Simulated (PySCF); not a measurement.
## Deuteron quadrupole couplings in `O=C1C[C@@H](F)[C@H]1OCF`

C5H6F2O2.
SMILES with atom numbers: `[O:1]=[C:2]1[CH2:3][C@@H:4]([F:5])[C@H:6]1[O:7][CH2:8][F:9]` (hydrogens: H10, H11 on C3; H12 on C4; H13 on C6; H14, H15 on C8)

Structure used (GFN2-xTB), in Å, numbered top down from 1:
```
atom  x, y, z in Å
O1    -0.1438    2.1614    0.4598
C2    -0.5678    1.0556    0.3232
C3    -1.9494    0.4659    0.1223
C4    -1.2971   -0.8875   -0.2169
F5    -1.3782   -1.1753   -1.5460
C6     0.0874   -0.3296    0.2077
O7     1.1218   -0.5154   -0.7289
C8     2.3274    0.0233   -0.3599
F9     2.8585   -0.6624    0.7101
H10   -2.5728    0.4693    1.0135
H11   -2.5035    0.9128   -0.7020
H12   -1.6463   -1.7722    0.3215
H13    0.3849   -0.7058    1.1973
H14    2.2616    1.0751   -0.0453
H15    3.0130   -0.1072   -1.2029
```

Level: PBE0/pcSseg-1 (PySCF, non-relativistic); Q(2H) = 0.00286 b; rigid geometry, the same for H and D, with no vibrational averaging.

Problem. Rank these positions by the coupling χzz of a deuteron there, largest first.
A. H12 (methine hydrogen)
B. H15 (methylene hydrogen)
C. H14 (methylene hydrogen)
D. H10 (methylene hydrogen)

Solution. D (211 kHz), A (195 kHz), B (190 kHz), C (179 kHz).

Problem. Tabulate Vzz, the asymmetry η and χzz = 234.96 MHz × Q × Vzz for every hydrogen position.

Solution. 
```tsv
atom	bonded to	bond length (Å)	Vzz (au)	η	χzz (kHz)
H10	C3	1.088	0.3145	0.01	211
H11	C3	1.089	0.3103	0.00	209
H12	C4	1.093	0.2906	0.08	195
H13	C6	1.100	0.2789	0.08	187
H14	C8	1.100	0.2663	0.03	179
H15	C8	1.094	0.2826	0.04	190
```

Problem. How does χzz go with the bond length over the 6 C–H bonds?

Solution. A straight-line fit has a slope of -23.5 kHz for each 0.01 Å, with a correlation coefficient of -0.96, over lengths from 1.088 to 1.100 Å. The longer bonds have the smaller couplings here.

Problem. Give the 2H NMR doublet splittings at H10 for a magnetic field along the z, y and x axes of the gradient: 3χ/2, 3χ(1 + η)/4, 3χ(1 − η)/4.

Solution. With |χ| = 211.4 kHz and η = 0.011: 317, 160 and 157 kHz, to first order and without motion.

The structure is a single GFN2-xTB conformer in the gas phase; no vibrational or solvent corrections. GFN2-xTB bond lengths can be off by several hundredths of an ångström, more for odd bonds, and the gradients follow them. With so small a basis the couplings can be 20 % off.
